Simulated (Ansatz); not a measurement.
The cluster W₃S₈, relaxed as a singlet with RKS PBE0-D4/def2-SVP in Ansatz, starting from the GFN1-xTB geometry. Force threshold 0.03 eV/Å.

In the def2 sets W takes a core potential; there is no spin–orbit coupling. The restricted singlet is unstable towards broken spin symmetry in Hartree–Fock (as tested in another run); at PBE0-D4/def2-SVP this wasn't settled. The relaxation made no stability test and no search for a lower SCF solution. The structure comes from a short search, and lower isomers may exist.

Start:

```
atom   x (Å)   y (Å)   z (Å)
  W1   1.282  -0.626   1.626
  W2  -1.665   1.173  -0.722
  W3   0.565  -0.654  -1.208
  S4  -1.488   3.102   0.255
  S5   1.660   1.169   2.785
  S6   0.157  -2.556  -2.158
  S7  -0.885  -0.540   0.699
  S8   2.645  -0.617  -0.236
  S9   1.616  -2.394   2.837
 S10  -3.704   0.843  -1.387
 S11  -0.183   1.100  -2.490
```

| step | energy (eV) | largest force component (eV/Å) | SCF passes |
| --- | --- | --- | --- |
| 1 | -92116.3494 | 2.000 | 26 |
| 2 | -92116.4566 | 1.519 | 30 |
| 3 | -92116.5666 | 0.085 | 33 |
| 4 | -92116.5676 | 0.023 | 29 |

Force components are those of the run's own axes.

End:

```xyz
11

W     1.279   -0.594    1.653
W    -1.670    1.203   -0.695
W     0.571   -0.688   -1.243
S    -1.498    3.095    0.259
S     1.662    1.162    2.787
S     0.166   -2.547   -2.154
S    -0.874   -0.590    0.647
S     2.643   -0.634   -0.228
S     1.581   -2.346    2.815
S    -3.659    0.846   -1.350
S    -0.201    1.092   -2.492
```

By distances, no bond broke or formed. The bond that changes most is W3–S6, from 2.16 to 2.11 Å (atoms count from 1).

No frequencies were taken in this run, so the end may be a saddle point.

Run time 69 s (4 threads of Intel Xeon Platinum 8488C on a shared host), peak host memory 1.1 GiB.
